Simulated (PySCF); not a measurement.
Orbital picture of GaO

BLYP at R = 1.730 Å; basis Ga aug-pcseg-1, O aug-pcseg-1; no relativity; PySCF 2.14. State: ²Σ⁺ (doublet), unpaired electrons σ ↑. Only the outer orbitals are listed, counted within each symmetry.

| spin | orbital | occ. | ε (eV) | on Ga (%) | main shells (%) |
| --- | --- | --- | --- | --- | --- |
| α | 9σ | 1 | -10.01 | 49 | 47 Ga s, 46 O p |
| α | 10σ | 1 | -6.89 | 67 | 46 Ga s, 36 O p, 20 Ga p |
| α | 4π | 1 | -6.77 | 10 | 89 O p, 10 Ga p |
| α | 4π | 1 | -6.77 | 10 | 89 O p, 10 Ga p |
| α | 5π | 0 | -2.17 | 94 | 90 Ga p |
| α | 5π | 0 | -2.17 | 94 | 90 Ga p |
| α | 11σ | 0 | -0.32 | 94 | 75 Ga p, 12 Ga d |
| β | 9σ | 1 | -9.16 | 61 | 60 Ga s, 33 O p |
| β | 4π | 1 | -6.45 | 11 | 88 O p, 11 Ga p |
| β | 4π | 1 | -6.45 | 11 | 88 O p, 11 Ga p |
| β | 10σ | 0 | -5.66 | 55 | 45 O p, 33 Ga s, 22 Ga p |
| β | 5π | 0 | -1.89 | 95 | 92 Ga p |
| β | 5π | 0 | -1.89 | 95 | 92 Ga p |

Question: Which are the highest filled and the lowest empty level, where do they sit, and how wide is the gap?

Answer: Highest filled β 4π at -6.45 eV (in %: 88 O p, 11 Ga p); lowest empty β 10σ at -5.66 eV (in %: 45 O p, 33 Ga s, 22 Ga p); the gap at BLYP is 0.79 eV.

The bond order (Mayer) is 1.43 and the ⟨S²⟩ is 0.754. The charge on Ga (Mulliken, basis-dependent) is 0.74 and the charge on Ga (Löwdin, basis-dependent) is 0.75. The dipole moment (positive dipole means Ga(−)O(+)) is -3.77 D.

Spin–orbit coupling is left out. The state was picked by a PBE0 search and need not be the measured ground state.
